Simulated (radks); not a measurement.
Q: Radial electron density D(r) = 4 pi r^2 rho(r) of an atom or ion with 19 electrons. Method: Dirac Kohn-Sham, BLYP, spin-unpolarised, spherical densities, finite nucleus; Fermi nuclear charge, rms radius of each element as measured or else 0.836 A^(1/3) + 0.57 fm; computed with a radial shooting solver on a logarithmic mesh with Libxc functionals.

```
   r/bohr * D(r) (the largest magnitude, 29.7, reaches the edge; | marks zero)
 0.002461 |*
 0.002775 |*
 0.003129 | *
   0.0035 | *
 0.003946 |  *
 0.004449 |  *
 0.005016 |   *
 0.005656 |    *
 0.006377 |     *
  0.00719 |       *
 0.008042 |        *
 0.009067 |          *
  0.01022 |            *
  0.01153 |               *
    0.013 |                 *
  0.01465 |                     *
  0.01652 |                        *
  0.01848 |                            *
  0.02083 |                                *
  0.02349 |                                    *
  0.02649 |                                        *
  0.02986 |                                           *
  0.03367 |                                              *
  0.03796 |                                                 *
  0.04246 |                                                  *
  0.04788 |                                                  *
  0.05398 |                                                 *
  0.06086 |                                               *
  0.06862 |                                            *
  0.07737 |                                          *
  0.08724 |                                       *
  0.09758 |                                      *
     0.11 |                                      *
    0.124 |                                        *
   0.1399 |                                           *
   0.1577 |                                               *
   0.1778 |                                                   *
   0.2005 |                                                      *
   0.2242 |                                                      *
   0.2528 |                                                   *
    0.285 |                                             *
   0.3214 |                                      *
   0.3624 |                             *
   0.4086 |                      *
   0.4606 |                 *
   0.5152 |               *
   0.5809 |                *
    0.655 |                  *
   0.7385 |                   *
   0.8327 |                    *
   0.9388 |                  *
    1.059 |               *
    1.184 |           *
    1.335 |       *
    1.505 |    *
    1.697 |  *
    1.913 |*
    2.157 |*
    2.432 *
    2.721 *
    3.068 *
    3.459 *
      3.9 *
```

What is the nuclear charge?

A: Z = 23. The innermost maximum, from 1s, lies near gamma/Z bohr with gamma = sqrt(1 - (Z/c)^2) = 0.986, here 0.0429 bohr (found: 0.0460), and its height grows with Z. The density is that of the vanadium ion V4+ in [Ar] 3d1; the configuration itself is not fixed sharply by these data, and Z only to about a unit. D(r) has 3 maxima, at r = 0.0460, 0.214, 0.800 bohr, and minima at 0.103, 0.532 bohr, inside which lie 2.14, 10.44 electrons.
